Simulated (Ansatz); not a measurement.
Reaction (formal exchange of groups at the Si–F bond): `F[SiH2]S[SiH](F)F` + `COCF` → `CO[SiH2]S[SiH](F)F` + difluoromethane

Calculated with Ansatz (gas phase, PBE0-D4/def2-TZVP geometries, no zero-point term in ΔE). CBS: MP2 limit from def2 TZ/QZ plus the TZ coupled-cluster correction, frozen cores. This one scheme is used for every species. One conformer a species, not always the lowest.

```
             species  CCSD(T)/CBS(def2) energy (Eh)
 `F[SiH2]S[SiH](F)F`                    -1277.37540
              `COCF`                     -254.05716
`CO[SiH2]S[SiH](F)F`                    -1292.58415
               `FCF`                     -238.82660
```

Question: Work out ΔE.

Answer: ΔE = (-1292.58415) + (-238.82660) − (-1277.37540) − (-254.05716) = 0.02181 Eh = +57.3 kJ/mol.

Largest T1 diagnostic among the species: 0.012.

The D4 term adds −7.3 kJ/mol with B3LYP and −4.4 kJ/mol with PBE0; it sums over pairs of atoms, weighted by their polarisabilities, and B3LYP, whose exchange is more repulsive, gets the larger term.

B3LYP here is the variant with VWN-RPA as its local correlation; programs differ in this.
